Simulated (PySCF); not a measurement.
# Small edits and their spectra

Starting compound: SMILES C[C@@H]1CC[C@H]2[SiH2]O[SiH2][C@@H]12, C6H14OSi2.

1H NMR (500 MHz, computed): δ 5.30 (m, 1H), 5.24 (m, 1H), 5.04 (m, 1H), 5.01 (m, 1H), 2.03 (m, 1H), 2.02 (m, 1H), 1.99 (m, 1H), 1.81 (m, 1H), 1.52 (m, 1H), 1.44 (m, 1H), 1.21 (m, 1H), 1.11 (d, 3H). 13C{1H} NMR (computed): δ 44.6 (CH2), 44.3 (CH), 39.7 (CH), 36.0 (CH2), 32.6 (CH), 23.2 (CH3).

PySCF calculation with geometry from GFN2-xTB and shieldings: GIAO PBE0/pcSseg-1; non-relativistic, averaged over atoms made equivalent by symmetry, fast rotation or ring inversion, one computed conformer, isolated molecule.

δ = σ(ref) − σ, references computed at the same level: TMS for 1H and 13C. Where no couplings were computed, multiplicities follow the n + 1 count of equivalent neighbours, and m marks all less simple cases (inequivalent or close neighbours, rings, F or P nearby). Shifts are as computed. Against solution values, carbons near 30 ppm lie about +3 ppm off and those near 130 ppm about +5 ppm. Of 1211 compounds with measured shifts, 218 miss one by over three times the rms of a fit or turn the order of signals round; such compounds aren't used in these exercises.

(1) What are the spectra after this edit: C replaced by Si, giving `[SiH3][C@@H]1CC[C@@H]2[SiH2]O[SiH2][C@H]12`?

(2) What are the spectra after this edit: C replaced by Si, giving `C[C@@H]1C[SiH2][C@H]2[SiH2]O[SiH2][C@H]21`?

(3) What are the spectra after this edit: C-C bond made double, giving `C=C1CC[C@@H]2[SiH2]O[SiH2][C@H]12`?

Answers

(1) 1H NMR (500 MHz, computed): δ 5.25 (m, 1H), 5.10 (m, 1H), 5.06 (m, 1H), 5.04 (m, 1H), 3.81 (d, 3H), 2.18 (m, 1H), 2.17 (m, 1H), 2.03 (m, 1H), 1.78 (m, 1H), 1.66 (m, 1H), 1.65 (m, 1H), 1.47 (m, 1H). 13C{1H} NMR (computed): δ 39.9 (CH), 34.4 (CH), 33.6 (CH2), 32.1 (CH2), 27.3 (CH).

(2) 1H NMR (500 MHz, computed): δ 5.22 (m, 1H), 5.18 (m, 1H), 5.07 (m, 1H), 5.01 (m, 1H), 4.46 (m, 1H), 4.26 (m, 1H), 1.45 (m, 1H), 1.36 (m, 1H), 1.19 (d, 3H), 1.16 (m, 1H), 1.10 (m, 1H), 0.65 (m, 1H). 13C{1H} NMR (computed): δ 43.2 (CH), 41.3 (CH), 25.9 (CH3), 24.1 (CH2), 12.2 (CH).

(3) 1H NMR (500 MHz, computed): δ 5.25 (br s, 1H), 5.18 (m, 1H), 5.10 (m, 1H), 5.07 (m, 1H), 5.07 (br s, 1H), 4.81 (m, 1H), 2.95 (m, 1H), 2.69 (m, 1H), 2.63 (m, 1H), 1.92 (m, 1H), 1.84 (m, 1H), 1.52 (m, 1H). 13C{1H} NMR (computed): δ 161.7 (C), 108.6 (CH2), 40.8 (CH), 40.4 (CH2), 33.9 (CH), 33.5 (CH2).
